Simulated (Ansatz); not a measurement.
input.yaml

```yaml
accuracy: low
crystal:
  lattice:
    - [8.339551, 0.0, 0.0]
    - [0.0, 8.339551, 0.0]
    - [0.0, 0.0, 8.339551]
  atoms:
    - { symbol: "N", position: [0.21896449, 0.8238183, 0.39661481] }
    - { symbol: "N", position: [0.20577028, 0.84895091, 0.27010411] }
    - { symbol: "N", position: [0.35288677, 0.87009672, 0.86886243] }
    - { symbol: "N", position: [0.45659644, 0.94620462, 0.87525464] }
    - { symbol: "N", position: [0.90662626, 0.90170905, 0.6050603] }
    - { symbol: "N", position: [0.96615829, 0.92478016, 0.71944521] }
    - { symbol: "N", position: [0.90004439, 0.57288321, 0.93359864] }
    - { symbol: "N", position: [0.96492463, 0.57533056, 1.04492723] }
    - { symbol: "N", position: [0.90735223, 0.48630078, 0.47393332] }
    - { symbol: "N", position: [0.94343007, 0.35688852, 0.48786554] }
    - { symbol: "N", position: [0.43852915, 0.50886003, 0.97370961] }
    - { symbol: "N", position: [0.48477222, 0.47117575, 0.85943695] }
    - { symbol: "N", position: [0.15908527, 0.21376761, 0.13859552] }
    - { symbol: "N", position: [0.20983727, 0.2331938, 0.02010683] }
    - { symbol: "N", position: [0.80546949, 0.12976006, 0.02318067] }
    - { symbol: "N", position: [0.71393057, 0.19592183, 0.08777678] }
    - { symbol: "N", position: [0.6134256, 0.87921481, 0.28671232] }
    - { symbol: "N", position: [0.65723477, 0.76330127, 0.24623065] }
    - { symbol: "N", position: [0.36511633, 0.43374039, 0.43651748] }
    - { symbol: "N", position: [0.47267371, 0.35907172, 0.4247006] }
basis:
  ecutwfc: 500.0
kpoints:
  mp_grid: { grid: [1, 1, 1] }
hamiltonian:
  xc: r2scan
scf:
  occupations: { method: fermi_dirac, width: 0.05 }
  lower_state_search: "off"
md:
  timestep: 1
  n_steps: 50
  ensemble: npt_langevin
  temperature: 350.0
  initial_velocities: maxwell_boltzmann
  seed: 256703
  friction: 0.05
  pressure: 5.0
  fix_cell: [shape]
```

Run as:

```bash
$ ansatz run input.yaml --threads 1 --pin off --max-ram 3072MiB --backend cpu --events-out ev --progress --plain --runs-dir out
```

Hardware: 1 thread of Arm Neoverse N1, with other jobs on the host.

Q: Roughly how long does this run take, and how much memory?

A: 31 min, with a peak of 0.97 GiB, for 51 ionic steps.
